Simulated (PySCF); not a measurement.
FeH2O, SMILES [OH][FeH] (connectivity only; charge and spin as stated), neutral, multiplicity 5.

Coordinates come from a B3LYP-D3(BJ)/def2-TZVP optimisation. The spin state was assumed, not searched.

Calculation: TDA-B3LYP/def2-TZVPD (PySCF).

Vertical excitations. The molecule is in vacuum.

Computed lowest excited states:
```
state    energy (eV)  λ (nm)      f                                main pairs
-------  -----------  ------  -----  ----------------------------------------
root 1          0.52    2396  0.000                        β HOMO→LUMO+3 96 %
root 2          0.61    2031  0.000      β HOMO→LUMO 79 %, β HOMO→LUMO+1 15 %
root 3          0.80    1551  0.000      β HOMO→LUMO+1 82 %, β HOMO→LUMO 14 %
root 4          0.90    1375  0.000                        β HOMO→LUMO+2 97 %
root 5          3.07     403  0.007                        β HOMO−1→LUMO 99 %
root 6          3.76     330  0.003                      β HOMO−1→LUMO+1 92 %
root 7          3.76     330  0.004                        β HOMO−2→LUMO 95 %
root 8          3.82     324  0.004                      β HOMO−1→LUMO+2 97 %
root 9          4.23     293  0.003  β HOMO−3→LUMO 78 %, β HOMO−1→LUMO+3 15 %
root 10         4.25     292  0.000  β HOMO−1→LUMO+3 84 %, β HOMO−3→LUMO 14 %
```
Unrestricted roots are not spin-pure.
